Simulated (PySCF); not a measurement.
## A single-point calculation

[SmH3(NH3)]− (singlet in the valence; each metal's 4f electrons, 6 of them, lie in its core potential, out of spins and levels). PySCF 2.14.0, RKS BLYP, Sm lcecp-0-SVP with ECP52, H def2-SVP, N def2-SVP; non-relativistic Hamiltonian with scalar-relativistic core potentials where named; density fitting; no spin-orbit coupling. Purpose: level BLYP. The geometry is a saddle point of the state and level it was relaxed for.

```python
mol = gto.M(atom='''
Sm     0.07213    -0.06699     0.26460
H      1.41795     1.50139     1.41448
H     -1.52842    -1.38309     1.40311
H      0.62582    -0.63426    -1.99801
N     -1.44385     1.44305    -1.45191
H     -2.17938     2.14335    -1.36835
H     -0.68198     1.83344    -2.00759
H     -1.79639     0.66324    -2.00917''',
    basis={'Sm': 'lcecp-0-SVP', 'H': 'def2-SVP', 'N': 'def2-SVP'},
    ecp={'Sm': 'lcecp-0-SVP'},
    charge=-1, spin=0)
mf = dft.RKS(mol, xc='BLYP')
mf.grids.atom_grid = (75, 302)  # f atoms: unpruned, at least (60, 302)
mf = mf.density_fit()  # fitting sets: Sm AutoAux, H def2-universal-JKFIT, N def2-universal-JKFIT
mf.conv_tol = 1e-08; mf.max_cycle = 55
mf.kernel(dm0)  # dm0: converged density of the relaxed state
mf.nuc_grad_method().kernel()
```

Run from Python with OMP_NUM_THREADS=2; the lines above give its settings. Where DIIS fails, smearing, a level shift and second-order steps follow.
It took 6.5 s on 2 threads of Intel(R) Xeon(R) Platinum 8259CL CPU @ 2.50GHz (Skylake/Cascade Lake), with other jobs on the host, from an already converged density.

The 4f levels lie in the core potential and are missing. The highest filled level lies above zero, as often for anions with such functionals and bases; it isn't the detachment energy.

(1) What are the Mulliken charges and spins?

(2) What forces act on the atoms (eV/Å)?

The geometry was relaxed with PBE0 (Sm lcecp-0-SVP with ECP52, H def2-SVP, N def2-SVP).

An lcecp potential fixes the number of 4f electrons, so in runs with it no electron can move into or out of that shell.

Results:

(1) 
```tsv
atom	charge (e)	spin (e)
Sm1	-0.380	0.000
H2	-0.252	0.000
H3	-0.252	0.000
H4	-0.272	0.000
N5	-0.170	0.000
H6	0.077	0.000
H7	0.123	0.000
H8	0.126	0.000
```
The spin of the 4f electrons in the core isn't counted.

(2) 
```
Sm   0.03 -0.03  0.04
H    0.03  0.03  0.03
H   -0.03 -0.03  0.03
H    0.03 -0.03 -0.05
N    0.13 -0.14  0.45
H   -0.34  0.33  0.02
H    0.32  0.19 -0.26
H   -0.16 -0.32 -0.25
```
Forces carry noise of the integration grid, about 0.01 to 0.03 eV/Å.
